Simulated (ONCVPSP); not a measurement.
Varying the ONCV potential for Sr (Z = 38)

Base potential:

Sr (Z = 38), optimised norm-conserving Vanderbilt (ONCV), made with ONCVPSP 4.0.1 (BLYP, scalar-relativistic). Core [Ar] 3d10, reference 4s2 4p6 5s2. Waves: 4s+5s: rc 2.60 bohr, ncon 4, nbas 8, qcut 5.6 1/bohr, 3 projectors, debl 2.3 Ha; 4p: rc 1.80 bohr, ncon 4, nbas 9, qcut 9.1 1/bohr, 2 projectors, debl 1.3 Ha; d scattering state at 0.17 Ha: rc 1.80 bohr, ncon 4, nbas 9, qcut 5.5 1/bohr, local; f scattering state at 0.39 Ha: rc 2.60 bohr, ncon 4, nbas 9, qcut 4.5 1/bohr, 2 projectors, debl 3.3 Ha. Local part: the d channel. Core correction: Teter function, fcfact 5, rcfact 1.15.

In the d channel the program set the typed energies aside and used 0.050 Ha.

All-electron outer shells of the reference configuration (BLYP, scalar-relativistic, ld1.x):

```
shell  level (eV)  outermost node (bohr)  outermost maximum (bohr)
   4s      -40.63                   0.59                      1.19
   4p      -22.54                   0.61                      1.32
   5s       -3.38                   1.65                      3.62
```

Cutoffs, loose and tight: the cutoffs (Ha) at which the residual kinetic energy of the hardest occupied pseudo-wave falls to 1 and 0.1 mHa per electron. They do not see the model core or the augmentation charge, which bear on the density cutoff. Test errors are all-electron minus pseudo excitation energies from the reference, over the configurations 4s2 4p6 5s1; 4s2 4p6 5s0; 4s2 4p6 5s1.5; 4s2 4p6 5s1 5p1. A dash means not determined; rows that change the core or the reference have their own tests.

For the base: The cutoffs count occupied waves only; projector 2 of the f channel, the hardest unoccupied one, needs 61 Ha at the loose tolerance.

| change | outcome | cutoff, loose | cutoff, tight | bound ghosts | GHOST(+) flags above zero | largest test error (meV) |
| --- | --- | --- | --- | --- | --- | --- |
| base | generated, projector energies reset by the program | 21 Ha | 26 Ha | none | none | -4.9 |
| core correction Teter function, fcfact 5, rcfact 0.96 | generated, projector energies reset by the program | 21 Ha | 26 Ha | none | none | -4.5 |
| core correction Teter function, fcfact 5, rcfact 1.12 | generated, projector energies reset by the program | 21 Ha | 26 Ha | none | none | -4.8 |
| core correction Teter function, fcfact 5, rcfact 1.22 | generated, projector energies reset by the program | 21 Ha | 26 Ha | none | none | -5.0 |
| core correction Teter function, fcfact 5, rcfact 1.4 | generated, projector energies reset by the program | 21 Ha | 26 Ha | none | none | -5.2 |
| core correction Teter function, fcfact 5, rcfact 1.52 | generated, projector energies reset by the program | 21 Ha | 26 Ha | none | none | -5.5 |
| core correction Teter function, fcfact 5, rcfact 1.66 | generated, projector energies reset by the program | 21 Ha | 26 Ha | none | none | -6.5 |

Task: What comes out with this change to the base: core correction Teter function, fcfact 5, rcfact 2.02?

Result: outcome: generated, projector energies reset by the program; cutoff, loose: 21 Ha; cutoff, tight: 26 Ha; bound ghosts: none; GHOST(+) flags above zero: none; largest test error (meV): -26.

Task: What comes out with this change to the base: core correction Teter function, fcfact 5, rcfact 1.92?

Result: outcome: generated, projector energies reset by the program; cutoff, loose: 21 Ha; cutoff, tight: 26 Ha; bound ghosts: none; GHOST(+) flags above zero: none; largest test error (meV): -16.

Task: What comes out with this change to the base: core correction Teter function, fcfact 5, rcfact 1.78?

Result: outcome: generated, projector energies reset by the program; cutoff, loose: 21 Ha; cutoff, tight: 26 Ha; bound ghosts: none; GHOST(+) flags above zero: none; largest test error (meV): -8.8.

Reading the sweep of the rcfact (base included, trends over the rows without a ghost): The loose cutoff stays near 21 Ha. The median size of the test errors (rows with all tests solved) rises from 0.7 meV at 0.96 to 2.9 meV at 2.02.
